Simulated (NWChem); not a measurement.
# C₄H₅Si, doublet; SMILES C1=CC=C[SiH]1

```xyz
10

C      0.0094    -0.7375     1.2242
C     -0.0202    -1.3601     0.0109
Si    -0.1731     0.0000    -1.2190
C     -0.0202     1.3601     0.0109
C      0.0094     0.7375     1.2242
H      0.0304    -1.2756     2.1708
H     -0.0391    -2.4375    -0.1017
H      0.4634     0.0000    -2.5616
H     -0.0391     2.4375    -0.1017
H      0.0304     1.2756     2.1708
```
Atoms are numbered in this order, from 1.

Program: NWChem. Spin-unrestricted. Structure relaxed at the B3LYP/6-31G* (spherical d), spin-unrestricted level. No stability test was run on the SCF state. Fermi-contact couplings, non-relativistic, static geometry.

Q: Estimate the computed values for B3LYP/pcJ-1. Quantities: A(iso) 29Si atom 3 (MHz); A(iso) 13C atom 4 (MHz); A(iso) 13C atom 5 (MHz); A(iso) 1H atom 8 (MHz); A(iso) 1H atom 9 (MHz); A(iso) 1H atom 10 (MHz); <S²>.

A: 
```json
{
  "A(iso) 29Si atom 3 (MHz)": "-267",
  "A(iso) 13C atom 4 (MHz)": "1.4",
  "A(iso) 13C atom 5 (MHz)": "12.9",
  "A(iso) 1H atom 8 (MHz)": "1.4",
  "A(iso) 1H atom 9 (MHz)": "-0.4",
  "A(iso) 1H atom 10 (MHz)": "-9.0",
  "<S²>": "0.757"
}
```
